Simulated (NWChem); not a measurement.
Everything below was run with NWChem. System: octafluoropropane (C$_{3}$F$_{8}$), charge 0, spin multiplicity 1, at a geometry optimised with PBE0/def2-SVP. Level: PBE/def2-SVP.

NWChem printed:

```
             Northwest Computational Chemistry Package (NWChem) 7.3.0
             --------------------------------------------------------

                                NWChem Input Module
                                -------------------

 Scaling coordinates for geometry "geometry" by  1.889725989
 (inverse scale =  0.529177249)

 Turning off AUTOSYM since
 SYMMETRY directive was detected!

                             Geometry "geometry" -> ""
                             -------------------------

 Output coordinates in angstroms (scale by  1.889725989 to convert to a.u.)

  No.       Tag          Charge          X              Y              Z
 ---- ---------------- ---------- -------------- -------------- --------------
    1 F                    9.0000    -1.16291200    -1.31355500     0.98772500
    2 C                    6.0000    -1.28656000    -0.23195800     0.23424600
    3 F                    9.0000    -1.53079900     0.81179000     1.01171300
    4 F                    9.0000    -2.30295100    -0.39858700    -0.59597800
    5 C                    6.0000     0.00000000     0.00000000    -0.59069100
    6 F                    9.0000    -0.19320700     1.07373000    -1.36272700
    7 F                    9.0000     0.19320700    -1.07373000    -1.36272700
    8 C                    6.0000     1.28656000     0.23195800     0.23424600
    9 F                    9.0000     1.53079900    -0.81179000     1.01171300
   10 F                    9.0000     2.30295100     0.39858700    -0.59597800
   11 F                    9.0000     1.16291200     1.31355500     0.98772500

 Effective nuclear repulsion energy (a.u.)     800.3121089434

            Nuclear Dipole moment (a.u.)
            ----------------------------
        X                 Y               Z
 ---------------- ---------------- ----------------
     0.0000000000     0.0000000000    -0.0000000000

      Symmetry information
      --------------------

 Group name             C2
 Group number              4
 Group order               2
 No. of unique centers     6

      Symmetry unique atoms

     1    2    3    4    5    6


 Summary of "ao basis" -> "" (spherical)
 ------------------------------------------------------------------------------
       Tag                 Description            Shells   Functions and Types
 ---------------- ------------------------------  ------  ---------------------
 *                          def2-svp                  on all atoms

  pbe96 is a nonlocal functional; adding pw91lda local functional.

                                 NWChem DFT Module
                                 -----------------

 Summary of "ao basis" -> "ao basis" (spherical)
 ------------------------------------------------------------------------------
       Tag                 Description            Shells   Functions and Types
 ---------------- ------------------------------  ------  ---------------------
 F                          def2-svp                 6       14   3s2p1d
 C                          def2-svp                 6       14   3s2p1d

 Summary of "ao basis" -> "ao basis" (spherical)
 ------------------------------------------------------------------------------
       Tag                 Description            Shells   Functions and Types
 ---------------- ------------------------------  ------  ---------------------
 F                          def2-svp                 6       14   3s2p1d
 C                          def2-svp                 6       14   3s2p1d

      Symmetry analysis of basis
      --------------------------

        a          78
        b          76

            General Information
            -------------------
          SCF calculation type: DFT
          Wavefunction type:  closed shell.
          No. of atoms     :    11
          No. of electrons :    90
           Alpha electrons :    45
            Beta electrons :    45
          Charge           :     0
          Spin multiplicity:     1
          Use of symmetry is: on ; symmetry adaption is: on
          Maximum number of iterations: 100
          AO basis - number of functions:   154
                     number of shells:    66
          Convergence on energy requested:  1.00D-06
[...]
    41 a          42 b          43 a          44 a          45 b
    46 b          47 a          48 a          49 b          50 a
    51 b          52 a          53 a          54 b          55 b

------------------------------------------------------------
EAF file 0: "./mol.aoints.0" size=524288 bytes
------------------------------------------------------------
               write      read    awrite     aread      wait
               -----      ----    ------     -----      ----
     calls:        1         0         0         0         0
   data(b): 5.24e+05  0.00e+00  0.00e+00  0.00e+00
   time(s): 0.00e+00  0.00e+00  0.00e+00  0.00e+00  0.00e+00
rate(mb/s): 0.00e+00  0.00e+00
------------------------------------------------------------

   convergence    iter        energy       DeltaE   RMS-Dens  Diis-err    time
 ---------------- ----- ----------------- --------- --------- ---------  ------
 d= 0,ls=0.0,diis     1   -911.0234272356 -1.71D+03  2.65D-02  4.58D+00     1.8
 d= 0,ls=0.0,diis     2   -909.7148193385  1.31D+00  1.60D-02  2.18D+01     2.2
 d= 0,ls=0.0,diis     3   -911.4908700609 -1.78D+00  1.86D-03  1.16D-01     2.6
 d= 0,ls=0.0,diis     4   -911.4960148652 -5.14D-03  9.07D-04  5.26D-02     3.0
 d= 0,ls=0.0,diis     5   -911.4996720988 -3.66D-03  2.94D-04  7.26D-03     3.5
  Resetting Diis
 d= 0,ls=0.0,diis     6   -911.5002408129 -5.69D-04  4.86D-05  6.64D-05     3.9
 d= 0,ls=0.0,diis     7   -911.5002461128 -5.30D-06  3.55D-05  1.23D-05     4.3
 d= 0,ls=0.0,diis     8   -911.5002438978  2.22D-06  2.26D-05  3.87D-05     4.8
 d= 0,ls=0.0,diis     9   -911.5002471776 -3.28D-06  2.00D-06  2.14D-07     5.2
 d= 0,ls=0.0,diis    10   -911.5002471961 -1.85D-08  3.64D-07  8.23D-09     5.6

         Total DFT energy =     -911.500247196072
      One electron energy =    -2859.618770131337
           Coulomb energy =     1246.929220031720
    Exchange-Corr. energy =      -99.122806039865
 Nuclear repulsion energy =      800.312108943410

 Numeric. integr. density =       89.999990052617

     Total iterative time =      5.3s

                  Occupations of the irreducible representations
                  ----------------------------------------------

                     irrep           alpha         beta
                     --------     --------     --------
                     a                23.0         23.0
                     b                22.0         22.0

                       DFT Final Molecular Orbital Analysis
                       ------------------------------------

 Vector   43  Occ=2.000000D+00  E=-3.691504D-01  Symmetry=a
              MO Center= -9.8D-15,  2.9D-14, -2.2D-01, r^2= 3.6D+00
   Bfn.  Coefficient  Atom+Function         Bfn.  Coefficient  Atom+Function
  ----- ------------  ---------------      ----- ------------  ---------------
    59      0.338987   5 C  s                76      0.298148   6 F  pz
    90      0.298148   7 F  pz               62      0.241131   5 C  pz
    79     -0.211058   6 F  pz               93     -0.211058   7 F  pz
    58      0.202945   5 C  s                32      0.182030   3 F  px
   116     -0.182030   9 F  px                4      0.175305   1 F  px

 Vector   44  Occ=2.000000D+00  E=-3.675075D-01  Symmetry=a
              MO Center= -2.6D-13, -6.3D-14,  3.7D-01, r^2= 5.0D+00
   Bfn.  Coefficient  Atom+Function         Bfn.  Coefficient  Atom+Function
  ----- ------------  ---------------      ----- ------------  ---------------
    47      0.305898   4 F  py              131     -0.305898  10 F  py
    32      0.206044   3 F  px              116     -0.206044   9 F  px
    50     -0.201923   4 F  py              134      0.201923  10 F  py
     6     -0.189926   1 F  pz              146     -0.189926  11 F  pz
    34      0.181080   3 F  pz              118      0.181080   9 F  pz

 Vector   45  Occ=2.000000D+00  E=-3.149924D-01  Symmetry=b
              MO Center= -6.7D-15, -6.1D-16, -3.4D-01, r^2= 3.2D+00
   Bfn.  Coefficient  Atom+Function         Bfn.  Coefficient  Atom+Function
  ----- ------------  ---------------      ----- ------------  ---------------
    60      0.321588   5 C  px               74      0.287737   6 F  px
    88      0.287737   7 F  px               77     -0.206573   6 F  px
    91     -0.206573   7 F  px               18     -0.195248   2 C  px
   102     -0.195248   8 C  px               46     -0.163584   4 F  px
   130     -0.163584  10 F  px               32     -0.151902   3 F  px

 Vector   46  Occ=0.000000D+00  E= 1.896508D-02  Symmetry=b
              MO Center=  4.9D-14, -1.5D-14, -2.4D-01, r^2= 2.4D+00
   Bfn.  Coefficient  Atom+Function         Bfn.  Coefficient  Atom+Function
  ----- ------------  ---------------      ----- ------------  ---------------
    64      0.655642   5 C  py               61      0.450624   5 C  py
    73     -0.366950   6 F  s                87      0.366950   7 F  s
    19      0.278436   2 C  py              103      0.278436   8 C  py
    76      0.235696   6 F  pz               90     -0.235696   7 F  pz
    79     -0.232083   6 F  pz               93      0.232083   7 F  pz

 Vector   47  Occ=0.000000D+00  E= 2.081879D-02  Symmetry=a
              MO Center=  3.8D-14,  3.1D-14, -2.9D-01, r^2= 2.8D+00
   Bfn.  Coefficient  Atom+Function         Bfn.  Coefficient  Atom+Function
  ----- ------------  ---------------      ----- ------------  ---------------
    65      0.497514   5 C  pz               23      0.438344   2 C  pz
   107      0.438344   8 C  pz               62      0.360088   5 C  pz
    20      0.336375   2 C  pz              104      0.336375   8 C  pz
    17     -0.322633   2 C  s               101     -0.322633   8 C  s
    45      0.295990   4 F  s               129      0.295990  10 F  s

 Vector   48  Occ=0.000000D+00  E= 1.154758D-01  Symmetry=b
              MO Center=  2.0D-14,  2.5D-14,  5.3D-02, r^2= 2.8D+00
   Bfn.  Coefficient  Atom+Function         Bfn.  Coefficient  Atom+Function
  ----- ------------  ---------------      ----- ------------  ---------------
    63      0.929693   5 C  px               17      0.736529   2 C  s
   101     -0.736529   8 C  s                21      0.666585   2 C  px
   105      0.666585   8 C  px               18      0.461038   2 C  px
   102      0.461038   8 C  px               60      0.346436   5 C  px
    45      0.260673   4 F  s               129     -0.260673  10 F  s

 center of mass
 --------------
 x =  -0.00000000 y =   0.00000000 z =   0.00081762

 moments of inertia (a.u.)
 ------------------
        1097.237202529061        -160.633050279385          -0.000000000000
        -160.633050279385        1959.125787640510           0.000000000000
          -0.000000000000           0.000000000000        1874.178068900823

     Multipole analysis of the density
     ---------------------------------

     L   x y z        total         alpha         beta         nuclear
     -   - - -        -----         -----         ----         -------
     0   0 0 0     -0.000000    -45.000000    -45.000000     90.000000

     1   1 0 0     -0.000000     -0.000000     -0.000000      0.000000
     1   0 1 0      0.000000      0.000000      0.000000      0.000000
     1   0 0 1      0.038503      0.019251      0.019251     -0.000000

     2   2 0 0    -41.888228   -346.843083   -346.843083    651.797937
     2   1 1 0      0.053908    -38.356948    -38.356948     76.767804
     2   1 0 1      0.000000      0.000000      0.000000      0.000000
     2   0 2 0    -42.181376   -141.037754   -141.037754    239.894131
     2   0 1 1      0.000000      0.000000      0.000000      0.000000
     2   0 0 2    -42.208399   -161.369826   -161.369826    280.531252

 Task  times  cpu:        5.6s     wall:        5.6s

 Total times  cpu:        5.7s     wall:        5.7s
```

Task: Write an NWChem input that would produce this output.

Result: One answer among several that fit: 
```
start mol
memory heap 200 mb stack 900 mb global 1100 mb
geometry units angstroms nocenter noautoz
  F     -1.162912    -1.313555     0.987725
  C     -1.286560    -0.231958     0.234246
  F     -1.530799     0.811790     1.011713
  F     -2.302951    -0.398587    -0.595978
  C      0.000000     0.000000    -0.590691
  F     -0.193207     1.073730    -1.362727
  F      0.193207    -1.073730    -1.362727
  C      1.286560     0.231958     0.234246
  F      1.530799    -0.811790     1.011713
  F      2.302951     0.398587    -0.595978
  F      1.162912     1.313555     0.987725
  symmetry group C2
end
basis spherical
  * library def2-svp
end
dft
  xc xpbe96 cpbe96
  semidirect memsize 60000000 filesize 0
  iterations 100
end
task dft energy
```
